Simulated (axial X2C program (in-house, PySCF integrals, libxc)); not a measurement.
# ZrC⁺ along the bond: PBE0, two-component

Calculated with an in-house relativistic program for diatomic molecules. Two-component (2c) means X2C with spin–orbit coupling and atomic mean-field two-electron Coulomb and Gaunt terms. Basis: Zr dyall-cv3z [11s12p9d6f3g], C dyall-v3z [7s6p2d1f] (cores contracted in-house); Gaussian nuclei, density fitting, unrestricted open shells. Masses: Zr 89.905 u, C 12.000 u.

State: Ω = 1/2 (⟨Sz⟩ = 0.50, ⟨Lz⟩ = 0.00 at PBE0). Dipoles are positive if C is the positive end and refer to the centre of mass.

```json
{"R (Å)": "1.521", "μ (D)": "-4.396", "HOMO (eV)": "-12.77", "LUMO (eV)": "-8.92"}
{"R (Å)": "1.591", "μ (D)": "-4.584", "HOMO (eV)": "-12.65", "LUMO (eV)": "-8.73"}
{"R (Å)": "1.643", "μ (D)": "-4.717", "HOMO (eV)": "-12.55", "LUMO (eV)": "-8.60"}
{"R (Å)": "1.696", "μ (D)": "-4.836", "HOMO (eV)": "-12.29", "LUMO (eV)": "-8.49"}
{"R (Å)": "1.748", "μ (D)": "-4.937", "HOMO (eV)": "-12.06", "LUMO (eV)": "-8.39"}
{"R (Å)": "1.809", "μ (D)": "-5.029", "HOMO (eV)": "-11.82", "LUMO (eV)": "-8.30"}
{"R (Å)": "1.870", "μ (D)": "-5.089", "HOMO (eV)": "-11.60", "LUMO (eV)": "-8.24"}
{"R (Å)": "1.949", "μ (D)": "-5.108", "HOMO (eV)": "-11.36", "LUMO (eV)": "-8.22"}
{"R (Å)": "2.045", "μ (D)": "-4.992", "HOMO (eV)": "-11.19", "LUMO (eV)": "-8.34"}
{"R (Å)": "2.185", "μ (D)": "-4.841", "HOMO (eV)": "-11.14", "LUMO (eV)": "-8.50"}
```

**Question.** The minimum lies at 1.746 Å. What is the dipole moment there?

**Answer.** At PBE0, 2c, with the sign and origin stated: μ = -4.93 D.

The state is a single determinant with fixed occupations, the lowest that a limited PBE0 search found. Density functionals use the spin component along the axis (collinear). The determinant is spin-polarised beyond a pure state at some levels (its spin-free form has ⟨S²⟩ too high), which makes Re and μ there less reliable.
